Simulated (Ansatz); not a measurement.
Mulliken charges of AlCl3H2Se, SMILES `[Cl][Al-]([Cl])([Cl])[SeH2+]` from PBE/def2-TZVPP in Ansatz (PBE0-D4/def2-TZVP geometry).

| atom | x (Å) | y (Å) | z (Å) | charge (e) |
| --- | --- | --- | --- | --- |
| Cl1 | -0.628 | -1.164 | 2.227 | -0.242 |
| Al2 | 0.043 | -1.012 | 0.241 | 0.442 |
| Cl3 | 2.005 | -1.631 | -0.188 | -0.242 |
| Cl4 | -1.393 | -1.282 | -1.272 | -0.248 |
| Se5 | 0.431 | 1.559 | 0.167 | 0.075 |
| H6 | -0.998 | 1.901 | 0.121 | 0.107 |
| H7 | 0.540 | 1.629 | -1.297 | 0.107 |

Question: By hand: the dipole of these point charges (1 e Å = 4.8032 D).

Answer: Σ q r = (0.015, 1.042, -0.185) e Å, of length 1.058 e Å = 5.08 D.

Question: How does the dipole of the full density compare? (Estimate.)

Answer: Ansatz gave: (0.019, 0.989, -0.170) e Å, 4.82 D; the point charges give 1.05 times that, at 0° from its direction.

Point charges leave out the atoms' own dipoles, such as those of lone pairs, and Mulliken's split depends on the basis, so the close match here is no proof of good charges.
